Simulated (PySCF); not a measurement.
Atom-mapped SMILES (the numbers label the heavy atoms): `[CH3:1][CH2:2][C:3](=[O:4])[SiH2:5][O:6][CH:7]([CH3:8])[CH3:9]` (H(Xn): hydrogen on atom n).

Calculated, not measured (PySCF): geometry from GFN2-xTB, shielding tensors at PBE0/pcSseg-1 (GIAO). One computed conformer, in vacuum, non-relativistic, averaged over atoms made equivalent by symmetry, fast rotation or ring inversion.

Chemical shifts δ = σref − σ; TMS for 13C, 1H, 29Si; 17O vs H2O, all at this level.

| atoms | nucleus | count | δ (ppm) |
| --- | --- | --- | --- |
| C1 | 13C | 1 | 8.1 |
| C7 | 13C | 1 | 70.3 |
| C8/C9 | 13C | 2 | ? |
| C2 | 13C | 1 | 49.4 |
| H(C8)/H(C9) | 1H | 6 | 1.34 |
| H(C2) | 1H | 2 | 3.00 |
| H(C1) | 1H | 3 | 1.03 |
| O4 | 17O | 1 | 829.9 |
| Si5 | 29Si | 1 | -60.2 |
| H(Si5) | 1H | 2 | ? |
| O6 | 17O | 1 | 53.5 |
| H(C7) | 1H | 1 | ? |
| C3 | 13C | 1 | ? |

Complete the table.

Results:


- C3: 249.9 ppm, carbonyl carbon
- C8/C9: 26.6 ppm, methyl carbon; a saturated carbon with 1 carbon neighbour and no heteroatom attached
- H(Si5): 4.67 ppm, hydrogen on a silicon bonded to C, O
- H(C7): 4.06 ppm, hydrogen on an sp3 CH bonded to O; its carbon carries O, hence the downfield position

Shifts are as computed. Against solution values, carbons near 30 ppm lie about +3 ppm off and those near 130 ppm about +5 ppm. Of 1211 compounds with measured shifts, 218 miss one by over three times the rms of a fit or turn the order of signals round; such compounds aren't used in these exercises. Unscaled 17O shifts of doubly bonded oxygen tend to come out too high, by tens of ppm or more. Experimental scales use liquid or dissolved standards, which lie at an offset from isolated H2O (liquid H2O: subtract about 36 ppm).
